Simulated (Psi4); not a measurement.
F₃In (SMILES [F][In]([F])[F]), singlet, at a GFN2-xTB geometry (such geometries of metal compounds can be far from the true shape) (all electrons, no relativity); PBE0/STO-3G (Psi4).

Psi4 was given this input:
```
memory 2 GB

molecule {
0 1
In
F  1 1.963823
F  1 1.963823 2 120.000000
F  1 1.963823 2 120.000000 3 -180.000000
}

set basis sto-3g
set scf_type pk

energy('pbe0')
print_variables()
```

What the program printed (banner, timings and long lists left out):

```
   => Loading Basis Set <=

    Name: STO-3G
    Role: ORBITAL
    Keyword: BASIS

         ---------------------------------------------------------
                                   SCF
               by Justin Turney, Rob Parrish, Andy Simmonett
                          and Daniel G. A. Smith
                              RKS Reference
         ---------------------------------------------------------

  ==> Geometry <==

    Molecular point group: c2v
    Full point group: D3h

    Geometry (in Angstrom), charge = 0, multiplicity = 1:

       Center              X                  Y                   Z               Mass
    ------------   -----------------  -----------------  -----------------  -----------------
         IN           0.000000000000     0.000000000000     0.000000000000   114.903878776000
         F            0.000000000000     0.000000000000     1.963823000000    18.998403162730
         F            0.000000000000     1.700720606536    -0.981911500000    18.998403162730
         F            0.000000000000    -1.700720606536    -0.981911500000    18.998403162730

  Running in c2v symmetry.

  Rotational constants: A =      0.15339  B =      0.15339  C =      0.07669 [cm^-1]
  Rotational constants: A =   4598.37258  B =   4598.37258  C =   2299.18629 [MHz]
  Nuclear repulsion =  394.303843441358822

  Charge       = 0
  Multiplicity = 1
  Electrons    = 76
  Nalpha       = 38
  Nbeta        = 38

  ==> Algorithm <==

  SCF Algorithm Type is PK.
  DIIS enabled.
  MOM disabled.
  Fractional occupation disabled.
  Guess Type is SAD.
  Energy threshold   = 1.00e-06
  Density threshold  = 1.00e-06
  Integral threshold = 1.00e-12

  ==> Primary Basis <==

  Basis Set: STO-3G
    Blend: STO-3G
    Number of shells: 20
    Number of basis functions: 42
    Number of Cartesian functions: 44
    Spherical Harmonics?: true
    Max angular momentum: 2

  ==> DFT Potential <==

   => LibXC <=

    Version 7.1.2
    S. Lehtola, C. Steigemann, M. J. T. Oliveira, and M. A. L. Marques,  SoftwareX 7, 1–5 (2018) (10.1016/j.softx.2017.11.002)

   => Composite Functional: PBE0 <=

    PBE0 Hyb-GGA Exchange-Correlation Functional

    C. Adamo and V. Barone,  J. Chem. Phys. 110, 6158 (1999) (10.1063/1.478522)
    M. Ernzerhof and G. E. Scuseria,  J. Chem. Phys. 110, 5029 (1999) (10.1063/1.478401)

    Deriv               =              1
    GGA                 =           TRUE
    Meta                =          FALSE

    Exchange Hybrid     =           TRUE
    MP2 Hybrid          =          FALSE

   => Exchange Functionals <=

    0.7500   Perdew, Burke & Ernzerhof

   => Exact (HF) Exchange <=

    0.2500               HF

   => Correlation Functionals <=

    1.0000   Perdew, Burke & Ernzerhof

   => LibXC Density Thresholds  <==

    XC_HYB_GGA_XC_PBEH:  1.00E-15

   => Molecular Quadrature <=

    Radial Scheme          =       TREUTLER
    Pruning Scheme         =           NONE
    Nuclear Scheme         =       TREUTLER

    Blocking Scheme        =         OCTREE
    BS radius alpha        =              1
    Pruning alpha          =              1
    Radial Points          =             75
    Spherical Points       =            302
    Total Points           =          84861
    Total Blocks           =            710
    Max Points             =            255
    Max Functions          =             40
    Weights Tolerance      =       1.00E-15

  ==> Integral Setup <==

  Using in-core PK algorithm.
   Calculation information:
      Number of atoms:                   4
      Number of AO shells:              20
      Number of primitives:             60
      Number of atomic orbitals:        44
      Number of basis functions:        42

      Integral cutoff                 1.00e-12
      Number of threads:                 1

  Performing in-core PK
  Using 816312 doubles for integral storage.
  We computed 17139 shell quartets total.
  Whereas there are 22155 unique shell quartets.

  ==> DiskJK: Disk-Based J/K Matrices <==

    J tasked:                  Yes
    K tasked:                  Yes
    wK tasked:                  No
    Schwarz Cutoff:          1E-12

  Minimum eigenvalue in the overlap matrix is 3.5025898059E-01.
  Reciprocal condition number of the overlap matrix is 2.0445237578E-01.
    Using symmetric orthogonalization.

  ==> Pre-Iterations <==

  SCF Guess: Superposition of Atomic Densities via on-the-fly atomic UHF (no occupation information).

   -------------------------
    Irrep   Nso     Nmo
   -------------------------
     A1        20      20
     A2         3       3
     B1         8       8
     B2        11      11
   -------------------------
    Total      42      42
   -------------------------

  ==> Iterations <==

                        Total Energy        Delta E     RMS |[F,P]|

   @RKS iter SAD: -5976.74602302243329   -5.97675e+03   0.00000e+00
   @RKS iter   1: -5979.32988510302584   -2.58386e+00   2.07029e-02 DIIS/ADIIS
   @RKS iter   2: -5979.36288061283722   -3.29955e-02   1.57488e-02 DIIS/ADIIS
   @RKS iter   3: -5979.52650107059799   -1.63620e-01   2.40523e-03 DIIS/ADIIS
   @RKS iter   4: -5979.52985447804440   -3.35341e-03   9.19448e-05 DIIS
   @RKS iter   5: -5979.52986067790425   -6.19986e-06   1.09325e-05 DIIS
   @RKS iter   6: -5979.52986079007133   -1.12167e-07   2.23516e-06 DIIS
   @RKS iter   7: -5979.52986079118818   -1.11686e-09   1.78188e-06 DIIS
   @RKS iter   8: -5979.52986079298171   -1.79352e-09   1.17469e-07 DIIS
  Energy and wave function converged.

  ==> Post-Iterations <==

   Electrons on quadrature grid:
      Ntotal   =   75.9998284192 ; deviation = -1.716e-04

    Orbital Energies [Eh]
    ---------------------

    Doubly Occupied:

       1A1  -977.181974     2A1  -142.008586     1B1  -134.785954
       1B2  -134.783805     3A1  -134.783805     4A1   -25.873388
       2B2   -24.321745     5A1   -24.321737     6A1   -24.321650
       2B1   -23.204045     3B2   -23.196549     7A1   -23.196549
       8A1   -15.517480     1A2   -15.515586     3B1   -15.515586
       4B2   -15.510267     9A1   -15.510267    10A1    -3.602216
       4B1    -2.544007     5B2    -2.532762    11A1    -2.532761
      12A1    -1.005806     6B2    -1.000781    13A1    -1.000776
      14A1    -0.300678     7B2    -0.291288    15A1    -0.291288
       5B1    -0.276319     2A2    -0.276319    16A1    -0.261026
       8B2    -0.218049    17A1    -0.218037     6B1    -0.205101
       9B2    -0.159528     7B1    -0.155056     3A2    -0.155042
      10B2    -0.143616    18A1    -0.143611

    Virtual:

      19A1     0.108897     8B1     0.111253    11B2     0.313382
      20A1     0.313388

    Final Occupation by Irrep:
             A1    A2    B1    B2
    DOCC [    18,    3,    7,   10 ]
    NA   [    18,    3,    7,   10 ]
    NB   [    18,    3,    7,   10 ]

  @RKS Final Energy: -5979.52986079298171

   => Energetics <=

    Nuclear Repulsion Energy =            394.3038434413588220
    One-Electron Energy =               -9075.0486034740897594
    Two-Electron Energy =                2842.8849093449443899
    DFT Exchange-Correlation Energy =    -141.6700101051957574
    Empirical Dispersion Energy =           0.0000000000000000
    VV10 Nonlocal Energy =                  0.0000000000000000
    Total Energy =                      -5979.5298607929817081

Computation Completed

Properties will be evaluated at   0.000000,   0.000000,   0.000000 [a0]

Properties computed using the SCF density matrix

 Multipole Moments:

 ------------------------------------------------------------------------------------
     Multipole            Electronic (a.u.)      Nuclear  (a.u.)        Total (a.u.)
 ------------------------------------------------------------------------------------

 L = 1.  Multiply by 2.5417464519 to convert [e a0] to [Debye]
 Dipole X            :          0.0000000            0.0000000            0.0000000
 Dipole Y            :          0.0000000            0.0000000            0.0000000
 Dipole Z            :         -0.0000081            0.0000000           -0.0000081
 Magnitude           :                                                    0.0000081

 ------------------------------------------------------------------------------------

  Variable Map:
  ----------------------------------------------------------------------------
  "CURRENT ENERGY"              =>   -5979.529860792982
  "CURRENT REFERENCE ENERGY"    =>   -5979.529860792982
  "DD SOLVATION ENERGY"         =>       0.000000000000
  "DFT FUNCTIONAL TOTAL ENERGY" =>   -5979.529860792982
  "DFT TOTAL ENERGY"            =>   -5979.529860792982
  "DFT VV10 ENERGY"             =>       0.000000000000
  "DFT XC ENERGY"               =>    -141.670010105196
  "GRID ELECTRONS ALPHA"        =>      37.999914209610
  "GRID ELECTRONS BETA"         =>      37.999914209610
  "GRID ELECTRONS TOTAL"        =>      75.999828419220
  "NUCLEAR REPULSION ENERGY"    =>     394.303843441359
  "ONE-ELECTRON ENERGY"         =>   -9075.048603474090
  "PCM POLARIZATION ENERGY"     =>       0.000000000000
  "PE ENERGY"                   =>       0.000000000000
  "SCF ITERATION ENERGY"        =>   -5979.529860792982
  "SCF ITERATIONS"              =>       8.000000000000
  "SCF TOTAL ENERGY"            =>   -5979.529860792982
  "TWO-ELECTRON ENERGY"         =>    2842.884909344944
  "XC GRID RADIAL POINTS"       =>      75.000000000000
  "XC GRID SPHERICAL POINTS"    =>     302.000000000000
  "XC GRID TOTAL POINTS"        =>   84861.000000000000

  Array Variable Map:
  ----------------------------------------------------------------------------
  "CURRENT DIPOLE"              =>       0.000000000000 ... -0.000008130265 1 by 3
  "SCF DIPOLE"                  =>       0.000000000000 ... -0.000008130265 1 by 3
  "SCF TOTAL ENERGIES"          =>   -5976.746023022433 ... -5979.529860792982 1 by 9
```
